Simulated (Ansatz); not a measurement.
Consider the redistribution: `C[SiH]([SiH3])[SeH]` + `FC([SiH3])S` → `FC(S)[SeH]` + `C[SiH]([SiH3])[SiH3]`.

Computed with Ansatz on PBE0-D4/def2-TZVP structures; ΔE is electronic, products minus reactants. CBS: MP2 limit from def2 TZ/QZ plus the TZ coupled-cluster correction, frozen cores. Functionals use def2-TZVPP. B3LYP here is the variant with VWN-RPA as its local correlation; programs differ in this. For Se outer-core shells are correlated without core-valence functions, which leaves a few kJ/mol of doubt a bond. Scalar relativity is left out up to krypton. Each species was taken in one conformer, which may not be the lowest.

| level | ΔE (kJ/mol) | difference from CCSD(T)/CBS |
| --- | --- | --- |
| r2SCAN-D4 | 94.2 | -5.2 |
| PBE0-D4 | 91.2 | -8.2 |
| B3LYP-D4 | 95.4 | -4.0 |
| ωB97M-V | 101.6 | 2.2 |
| r2SCAN | 94.2 | -5.2 |
| B3LYP | 94.5 | -4.9 |
| MP2/def2-TZVPP | 101.0 | 1.6 |
| SCS-MP2/def2-TZVPP | 99.6 | 0.2 |
| HF/CBS(def2) | 110.4 | 11.0 |
| CCSD/CBS(def2) | 101.8 | 2.4 |
| CCSD(T)/CBS | 99.4 | 0 |

Largest T1 diagnostic among the species: 0.012.

From PBE to PBE0 (25 % exact exchange), in def2-TZVPP and without D4, ΔE moves by +6.9 kJ/mol. In def2-TZVPP, CCSD(T) changes the Hartree–Fock value by −15.9 kJ/mol (the triples alone add −2.4 kJ/mol) and MP2 by −8.9 kJ/mol.
